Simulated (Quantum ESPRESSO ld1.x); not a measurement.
The numbers below are computed, except where a source is named.
Q: Radial electron density D(r) = 4 pi r^2 rho(r) of an atom or ion with 39 electrons. Code: ld1.x of Quantum ESPRESSO 7.5. Model: Dirac Kohn-Sham, relativistic LDA (MacDonald-Vosko exchange, VWN5 correlation), spin-unpolarised, spherical densities, point nucleus.

r (bohr),D(r) (e/bohr)
0.001255,1.053
0.001714,1.843
0.002342,3.184
0.003225,5.472
0.004406,9.045
0.006019,14.45
0.008223,22.02
0.01123,31.51
0.01535,41.42
0.02113,48.88
0.02887,50.20
0.03944,45.83
0.05389,42.51
0.07362,48.52
0.1006,59.60
0.1385,57.96
0.1892,42.43
0.2585,38.01
0.3531,45.47
0.4824,36.51
0.6591,16.92
0.9077,9.620
1.24,8.658
1.694,4.852
2.314,1.820
3.162,0.7496
4.354,0.2530
5.948,0.07341
8.126,0.04521
11.1,0.01426
15.17,0.001035

What is the nuclear charge?

A: Z = 40. The innermost maximum, from 1s, lies near gamma/Z bohr with gamma = sqrt(1 - (Z/c)^2) = 0.956, here 0.0239 bohr (found: 0.0262), and its height grows with Z. The density is that of the zirconium ion Zr+ in [Kr] 4d1.75 5s1 6s0.25; the configuration itself is not fixed sharply by these data, and Z only to a few units. D(r) has 3 maxima, at r = 0.0262, 0.115, 0.368 bohr, and minima at 0.0530, 0.235 bohr, inside which lie 2.06, 11.05 electrons.
